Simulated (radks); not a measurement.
Results of a calculation; reference values are marked as such.
Ionisation of the aluminium ion Al+, [Ne] 3s2, to Al2+, [Ne] 3s1, under several functionals. Scalar-relativistic Kohn-Sham, spin-polarised, spherical densities, finite nucleus; open shells are filled with parallel spins first; a radial shooting solver on a logarithmic mesh with Libxc functionals.

\begin{tabular}{lrrrrrr}
functional & E(Al+) (hartree) & Exc (hartree) & IE (eV) & -e(HOMO) (eV) & <r> HOMO (bohr) & IE error (eV) \\ \hline
exchange-only PBE & -242.05093 & -17.81045 & 17.971 & 14.026 & 2.398 & -0.857 \\
LDA (Slater exchange, Perdew-Zunger correlation) & -241.54885 & -17.28499 & 18.950 & 14.924 & 2.368 & +0.121 \\
OLYP & -242.61570 & -18.40924 & 18.664 & 14.583 & 2.397 & -0.164 \\
r2SCAN & -242.57458 & -18.35864 & 18.412 & 14.962 & 2.394 & -0.417 \\
Wu-Cohen GGA & -242.25955 & -18.02638 & 18.620 & 14.801 & 2.374 & -0.208 \\
B86b exchange with PBE correlation & -242.59093 & -18.36770 & 18.807 & 14.845 & 2.374 & -0.022 \\
BLYP & -242.62868 & -18.40510 & 18.856 & 14.720 & 2.371 & +0.028 \\
AM05 & -241.66289 & -17.40443 & 18.600 & 14.733 & 2.379 & -0.229 \\
\end{tabular}

NIST Atomic Spectra Database: 18.829 eV (measured). Closest: B86b exchange with PBE correlation. The Delta-SCF values span 0.98 eV, the total energies 1.08 hartree. The highest occupied level is 3s.
